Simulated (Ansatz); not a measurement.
H2GeO2, SMILES `[OH][Ge][OH]` (excited triplet; H–O–Ge–O torsion -97°, O–Ge–O–H torsion -97°) (charge 0, multiplicity 3). This triplet is an excited state, 2.94 eV above the relaxed singlet at the level frozen-core CCSD(T)/cc-pVTZ // B3LYP-D3(BJ)/def2-TZVP (Ansatz, a program for electronic structure).

These are r2SCAN0/cc-pVTZ // B3LYP-D3(BJ)/def2-TZVP in Ansatz values and carry that method's errors.

Ansatz 0.2 input:
```yaml
crystal:
  periodic: [false, false, false]
  atoms:
    - { symbol: O, position_ang: [-1.487824, 0.075199, 0.456827] }
    - { symbol: Ge, position_ang: [-0.000231, 0.688727, -0.390758] }
    - { symbol: O, position_ang: [1.487937, -0.352778, -0.299354] }
    - { symbol: H, position_ang: [-2.067217, -0.371262, -0.174254] }
    - { symbol: H, position_ang: [2.067337, -0.039888, 0.407541] }
basis:
  gaussian: { orbitals: cc-pVTZ }
hamiltonian:
  xc: r2scan0
magnetization:
  spin_polarized: true
  initial_magnetization: 2
```

Output:

```
Functional definition: r2SCAN0
868 factors; their error is unknown
mean field evaluation 1: about -60634.9812 eV, gradient 4.7e1 eV
mean field evaluation 2: about -60614.9950 eV, gradient 8.5e1 eV
mean field evaluation 4: about -60642.4601 eV, gradient 2.0e0 eV
mean field evaluation 8: about -60642.4799 eV, gradient 4.6e-2 eV
mean field evaluation 16: about -60642.6848 eV, gradient 1.9e-4 eV
mean field -60642.68484713 eV, -2228.5775630440 hartree, gradient 3.7e-5 eV, S^2 2.009468; 0 other end points of the search recorded, 0 dependent functions left out
reference -60642.68485733 eV, -2228.5775634188 hartree; 26, 24 occupied and 105, 107 virtual orbitals, 868 factors
Total energy: -60642.68485733 eV, -2228.5775634188 hartree
```
